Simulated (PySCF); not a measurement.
Work out the structure from these simulated measurements.

Elements present: C, H and Si. Monoisotopic mass: 134.0552 u.

- Rotational structure: rotational constants A, B, C: 3.533, 0.821, 0.750 GHz [PBE0-D3(BJ)/def2-SVP]
- UV, strongest line: among the 10 lowest singlet transitions: S2 at 5.38 eV (230 nm, f = 0.352) [TDDFT wB97X-D/def2-SVPD]
- Valence photoelectron: vertical ionisation energy: 7.93 eV [ΔSCF wB97X-D/def2-SVPD]
- Dipole: 0.82 D [wB97X-D/def2-SVPD]
- Triplet: lowest triplet excitation (Tamm–Dancoff): 3.94 eV [TDA wB97X-D/def2-SVPD]
- Polarisability: 121.5 au [wB97X-D/def2-SVPD]
- NMR, other nuclei: isotropic shieldings of nuclei other than C and H, by class: 476 (1 Si) ppm [GIAO PBE0/pcSseg-1]
- 13C NMR: chemical shifts (computed TMS as zero) by class: 149.9 (1 C), 134.0 (2 C), 129.2 (1 C), 128.9 (2 C), 14.4 (1 C), 0.5 (1 C) ppm [GIAO PBE0/pcSseg-1]
- 1H NMR: chemical shifts (computed TMS as zero) by class: 7.32 (2 H), 7.14 (1 H), 7.03 (2 H), 3.11 (1 H), 2.47 (1 H), 2.13 (1 H), 1.20 (1 H), 1.13 (1 H) ppm [GIAO PBE0/pcSseg-1]

The electronic properties come from PySCF, for the isolated species, density fitting. Levels stand in brackets. Geometry: PBE0-D3(BJ)/def2-SVP, one conformer, isolated molecule. NMR classes are plain means over equivalent atoms (diastereotopic ones count apart unless rotation or inversion swaps them), as if these changed places fast.

Question: Which formula fits the mass and the elements?

Answer: C8H10Si (calculated 134.0552). No other formula that holds each of these elements comes within 0.0003 u with a fitting electron parity and a possible valence count.

Question: Propose a structure and show how it fits.

Answer: Numbering: `[cH:1]1[cH:2][cH:3][c:4]([C@@H:5]2[CH2:6][SiH2:7]2)[cH:8][cH:9]1`. Its formula, C8H10Si, gives 5 degrees of unsaturation: 2 rings and 3 π bonds in the structure found (Kekulé form). 8 carbons fall into 6 classes; from least to most shielded: substituted aromatic carbon [C4] (149.9 ppm), aromatic CH carbon [C2/C9] (134.0 ppm, 2 C), aromatic CH carbon [C1] (129.2 ppm), aromatic CH carbon [C3/C8] (128.9 ppm, 2 C, up to 8.5 ppm apart in this geometry), ring sp3 carbon bound to silicon [C5] (14.4 ppm), ring sp3 carbon bound to silicon [C6] (0.5 ppm). Hydrogen classes from least to most shielded: 2 H on the meta carbons, C2/C9 (7.32 ppm), 1 H on the para carbon, C1 (7.14 ppm), 2 H on the ortho carbons, C3/C8 (7.03 ppm, a mean of values up to 0.7 ppm apart in this geometry), 1 H on an SiH2 silicon, Si7 (3.11 ppm), 1 H on an SiH2 silicon, Si7 (2.47 ppm), 1 H on an sp3 carbon bound to silicon, C5 (2.13 ppm), 1 H on an sp3 carbon bound to silicon, C6 (1.20 ppm), 1 H on an sp3 carbon bound to silicon, C6 (1.13 ppm). The other shieldings belong to: 476 ppm, SiH2 silicon [Si7]. The first electron is taken from the HOMO, whose largest Löwdin shares are 0.17 on an sp3 carbon bound to silicon, 0.15 on the SiH2 silicon, 0.14 on an aromatic CH carbon and 0.13 on the substituted aromatic carbon. The optimised geometry has point group C1 and is an asymmetric top. Structure: `C1=CC=C([C@@H]2C[SiH2]2)C=C1`. Computed isomers that give other values at the same levels: `C#C[Si]1(C=C)CC=CC1` (13C chemical shifts (computed TMS as zero) by class: 146.0 (1 C), 141.4 (1 C), 140.7 (2 C), 105.6 (1 C), 88.2 (1 C), 21.2 (2 C) ppm); `CC#CC#C/C=C/C[SiH3]` (13C chemical shifts (computed TMS as zero) by class: 154.1 (1 C), 115.9 (1 C), 86.4 (1 C), 85.1 (1 C), 75.5 (1 C), 71.4 (1 C), 18.7 (1 C), 5.8 (1 C) ppm); `C=CC1=C[SiH2]C=C1C=C` (13C chemical shifts (computed TMS as zero) by class: 166.9 (2 C), 143.2 (2 C), 135.5 (2 C), 128.7 (2 C) ppm). The assignments are read from this structure; whether some other isomer fits the data as well wasn't checked. The mirror image fits equally.

Conformer computed: `[cH:1]1[cH:2][cH:3][c:4]([C@@H:5]2[CH2:6][SiH2:7]2)[cH:8][cH:9]1`: C3–C4–C5–C6 23°.
